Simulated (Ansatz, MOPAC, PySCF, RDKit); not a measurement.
Dimer: C2H4 (SMILES C=C) (first 6 atoms) with C2H6O (SMILES COC); geometry from B3LYP-D3(BJ)/def2-TZVP, rigid monomers moved along the line of their centres of mass till H3···O8 is 3.43 Å.
(charge 0, multiplicity 1):
```xyz
15

C     -0.444     0.263     0.861
C      0.714    -0.149     0.366
H     -0.822    -0.103     1.808
H     -1.056     0.986     0.334
H      1.097     0.217    -0.580
H      1.328    -0.876     0.886
C     -0.619     1.006     5.537
O     -0.596    -0.369     5.217
C      0.712    -0.899     5.222
H     -0.045     1.594     4.811
H     -0.209     1.189     6.539
H     -1.659     1.328     5.514
H      1.354    -0.383     4.497
H      0.638    -1.951     4.950
H      1.172    -0.816     6.215
```

Interaction energies are E(AB) − E(A) − E(B) at the monomers' geometry in the complex; basis-set methods are counterpoise corrected. Rows marked so take none.

Rows in 6-31G* carry no dispersion term and start afresh at each structure (6-31G* with six Cartesian d functions). MP2/6-31G* freezes PySCF's default core. The state reached by AM1 isn't checked.

Programs: Ansatz (Gaussian basis) for Hartree–Fock, density functionals and correlated methods; MOPAC for AM1 (differences of heats of formation); PySCF for 6-31G* rows, the dispersion terms; RDKit for the force fields. 

```
level                            interaction energy (kcal/mol)
-------------------------------  -----------------------------
MMFF94                                                   -0.73
AM1                                                      -0.04
HF/aug-cc-pVDZ                                           -0.30
PBE/def2-TZVPPD                                          -0.52
PBE-D4/def2-TZVPPD                                       -1.03
B3LYP/6-31G*                                        (withheld)
PBE0/def2-TZVPPD                                    (withheld)
M06-2X/6-31G* (no counterpoise)                          -1.01
MP2/6-31G*                                               -0.53
```

Problem. What belongs in the gaps?

Solution. 
- B3LYP/6-31G*, interaction energy (kcal/mol): -0.15
- PBE0/def2-TZVPPD, interaction energy (kcal/mol): -0.48

Ansatz is an electronic-structure program.
